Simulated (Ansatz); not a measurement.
Consider the redistribution: `[CH3][Mo](=[O])(=[O])[F]` + `[F][Al]([Cl])[Br]` → `[CH3][Mo](=[O])(=[O])[Cl]` + `[F][Al]([F])[Br]`.

Program: Ansatz. Geometries: PBE0-D4/def2-TZVP. ΔE: electronic, gas phase. CCSD(T)/CBS adds triple-zeta CCSD(T) − MP2 to the extrapolated MP2 energy (def2 sets, frozen cores). Functionals use def2-TZVPP. def2 core potentials past Kr. For Br, Mo outer-core shells are correlated without core-valence functions, which leaves a few kJ/mol of doubt a bond. Scalar relativity is left out up to krypton.

| species | CAM-B3LYP-D4 energy (Eh) |
| --- | --- |
| `[CH3][Mo](=[O])(=[O])[F]` | -358.54891 |
| `[F][Al]([Cl])[Br]` | -3377.04448 |
| `[CH3][Mo](=[O])(=[O])[Cl]` | -718.91159 |
| `[F][Al]([F])[Br]` | -3016.68974 |

(1) Work out ΔE.

Largest T1 diagnostic among the species: 0.025, so the coupled-cluster value is less sure than usual.

Results:

(1) ΔE = (-718.91159) + (-3016.68974) − (-358.54891) − (-3377.04448) = -0.00794 Eh = -5.0 kcal/mol. CCSD(T)/CBS gives -8.0 kcal/mol.

Leaving LDA and LC-ωPBE aside and taking each functional with its dispersion term where it has one, the values, not all of them listed here, spread over 3.8 kcal/mol, from B2PLYP to ωB97X-V. In def2-TZVPP, CCSD(T) changes the Hartree–Fock value by −3.0 kcal/mol (the triples alone add −0.6 kcal/mol) and MP2 by −6.9 kcal/mol. At CCSD(T), def2-SVP lies +2.5 kcal/mol from the extrapolated value and def2-TZVPP +0.3 kcal/mol.
